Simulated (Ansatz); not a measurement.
Ansatz results at the PBE0-D4/def2-TZVP geometry: zero-point energy (PBE0-D4/def2-TZVP) 146.6 kJ/mol; LUMO energy (PBE/def2-TZVPP) -1.69 eV; size of the dipole moment (PBE/def2-TZVPP) 3.19 D.

Each molecule was computed in one conformer, which needn't be the lowest.

Q: Which molecule gave them?
A. `BB(N)[SiH3]`
B. `C[SiH2][Zn][F]`
C. `CN[SiH2]S`
D. `F[SiH]1CS1`

A: B. The others give `F[SiH]1CS1`: 105.2, -1.06, 1.55; `BB(N)[SiH3]`: 199.8, -2.66, 2.55; `CN[SiH2]S`: 213.9, -0.52, 1.59.
